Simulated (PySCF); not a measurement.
AlF₄ (SMILES [F][Al-]([F])([F])[F]), charge -1, singlet, at a GFN2-xTB geometry (such geometries of metal compounds can be far from the true shape).

The PySCF input:
```python
from pyscf import gto, scf

mol = gto.M(
    atom='''
Al   -0.000000    0.000000   -0.000000
F     1.586799   -0.299633   -0.476104
F     0.000013    0.796178    1.483404
F    -0.759757    0.962559   -1.153531
F    -0.827055   -1.459103    0.146232
''',
    basis='cc-pv(t+d)z',
    charge=-1,
    spin=0,
    verbose=4,
)

mf = scf.RHF(mol)
mf = mf.density_fit(auxbasis='def2-universal-jkfit')
mf.kernel()
```

Q: What does this run give for the HOMO-LUMO gap, number of basis functions, HOMO energy, Mulliken (on the basis functions themselves) charges in atom order, nuclear repulsion energy?

A: 
```json
{
 "HOMO-LUMO gap": "19.51 eV",
 "number_of_basis_functions": "159",
 "HOMO energy": "-10.68 eV",
 "Mulliken (on the basis functions themselves) charges in atom order": "Al1 1.17, F2 -0.54, F3 -0.54, F4 -0.54, F5 -0.54",
 "nuclear_repulsion_energy": "240.6473 Eh"
}
```
